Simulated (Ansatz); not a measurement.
C2H4AlBS. Total charge 0; spin multiplicity 1. The bonds changed during the relaxation, so this is another structure than the one it started from. All single points use the PBE0-D4/def2-TZVP geometry.

```xyz
9

C    -1.013    0.791   -1.131
Al    0.096   -0.436   -0.136
B     1.216   -0.248    1.834
C     1.237   -1.375    1.101
S     0.889   -2.480   -0.218
H    -1.117    1.746   -0.615
H    -2.006    0.359   -1.278
H    -0.577    0.969   -2.117
H     1.275    0.675    2.561
```

Q: What is the dipole moment at B3LYP/def2-TZVPP? (An estimate is asked.)

A: The calculation gave: 4.15 D, with components (-2.34, 2.84, -1.92) D in this frame, pointing from negative to positive charge.

Q: And with PBE, r2SCAN, ωB97M-V? (An estimate is asked.)

A: Computed: PBE 4.07 D, r2SCAN 4.15 D, ωB97M-V 4.21 D.

Q: Give the Mulliken charges with B3LYP, ωB97M-V, PBE in def2-TZVPP. (Best estimate.)

A: Ansatz gave: 
```tsv
atom	B3LYP	ωB97M-V	PBE
C1	-0.36	-0.43	-0.35
Al2	0.32	0.35	0.26
B3	-0.42	-0.40	-0.43
C4	0.22	0.12	0.29
S5	-0.17	-0.14	-0.15
H6	0.12	0.13	0.12
H7	0.11	0.12	0.11
H8	0.11	0.12	0.11
H9	0.07	0.12	0.04
```

B3LYP here is the variant with VWN-RPA as its local correlation; programs differ in this.
